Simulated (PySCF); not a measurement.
This script is equivalent to a calculation on Cl (chlorine, neutral).

```python
from pyscf import gto, scf, dft, mp, cc
import basis_set_exchange as bse
mol = gto.M(atom="Cl 0 0 0", charge=0, spin=1, symmetry="D2h",
            basis=gto.basis.parse(bse.get_basis("cc-pV(D+d)Z", elements=["Cl"], fmt="nwchem", header=False)))
mf = dft.UKS(mol, xc="LDA,VWN")
mf.irrep_nelec = {'Ag': (3, 3), 'B1u': (2, 2), 'B2u': (2, 2), 'B3u': (2, 1)}
mf.kernel()
```

Task: What total energy does it give?

Result: -458.639 hartree (calculated).

Task: Which occupied shell lies highest, and where?

Result: 3p β, at -7.898 eV.

Task: What is ⟨S²⟩, and what would a pure spin state give?

Result: 0.751, against 0.75.
